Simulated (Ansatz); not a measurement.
`CBBOC` + `C=N` → `C=NBC` + `BOC` at 298.15 K and 1 bar (cleavage of the B–B bond).

Calculated with Ansatz (gas phase, PBE0-D4/def2-TZVP geometries, no zero-point term in ΔE). CCSD(T)/CBS adds triple-zeta CCSD(T) − MP2 to the extrapolated MP2 energy (def2 sets, frozen cores). This one scheme is used for every species. Each species was taken in one conformer, which may not be the lowest.

| species | CCSD(T)/CBS energy (Eh) | H − E (kJ/mol) | S (J/(mol·K)) |
| --- | --- | --- | --- |
| `CBBOC` | -205.68526 | 294.6 | 356.8 |
| `C=N` | -94.52360 | 115.3 | 227.0 |
| `C=NBC` | -159.21633 | 227.5 | 301.3 |
| `BOC` | -141.04597 | 181.1 | 267.5 |

H − E and S are ideal-gas, rigid-rotor, harmonic terms from PBE0-D4/def2-TZVP, for one conformer and one mirror image of each species. 1 Eh = 2625.50 kJ/mol, R = 8.31446 J/(mol·K).

Problem. By hand: ΔE, ΔH, ΔS and ΔG.

Solution. ΔE = (-159.21633) + (-141.04597) − (-205.68526) − (-94.52360) = -0.05344 Eh = -140.3 kJ/mol. Δ(H − E) = 227.5 + 181.1 − 294.6 − 115.3 = -1.3, so ΔH = -141.6 kJ/mol. ΔS = 301.3 + 267.5 − 356.8 − 227.0 = -15.0 J/(mol·K). ΔG = -141.6 − 298.15 × (-15.0)/1000 = -137.1 kJ/mol.

Problem. By hand: the equilibrium constant, and the temperature at which ΔG would vanish if ΔH and ΔS stayed fixed.

Solution. log₁₀ K = −ΔG/(RT ln 10) = 24.0. ΔG = 0 at ΔH/ΔS = 9440 K, far beyond where these terms or the molecules hold.

ΔH outweighs TΔS. A doubt of 5 kJ/mol in ΔE shifts log₁₀ K by 0.9 here. Other conformers and mirror images would add mixing entropy, several J/(mol·K) or more a flexible species. These are equilibria of isolated gas molecules and say nothing of rates. Largest T1 diagnostic: 0.014 (customary marks: 0.02 for closed shells, 0.045 for open ones).
